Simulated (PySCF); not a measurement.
Computed shifts of a molecule C₄H₃NOS, PBE0/pcSseg-1 (PySCF), GIAO, gas phase, equivalent atoms averaged, in ppm (number of nuclei): ¹³C: 188.6 (1), 174.2 (1), 151.6 (1), 136.8 (1). ¹⁵N: 384.5 (1). ¹H: 10.17 (1), 8.40 (1), 7.83 (1). References: ¹⁷O against H2O (σ = 334.2 ppm); ¹³C against TMS (σ = 186.3 ppm); ¹⁵N against NH3 (σ = 267.4 ppm); ³³S against H2S (σ = 716.7 ppm); ¹H against TMS (σ = 31.56 ppm), references at their B3LYP-D3(BJ)/def2-TZVP geometries, non-relativistic. Geometry optimised at PBE0-D3(BJ)/def2-SVP. Other conformers were not sampled.

Problem. Pick the molecule that these values belong to.
(A) O=Cc1cscn1
(B) O=Cc1cncs1
(C) O=Cc1nccs1

Solution. C, O=Cc1nccs1
